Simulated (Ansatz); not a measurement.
Species: C$_{3}$H$_{6}$S, SMILES `SC1CC1` (H–S–C–C torsion 74°) (charge 0, multiplicity 1), formula C3H6S.

Problem. How many basis functions does frozen-core CCSD(T)/cc-pVTZ // B3LYP-D3(BJ)/def2-TZVP run with Ansatz (a quantum-chemistry and plane-wave program) use, how many core orbitals are frozen, and how many electrons are correlated?

Solution. 208 basis functions and 8 frozen orbitals, which leaves 24 correlated electrons. Core time is of the order of minutes.
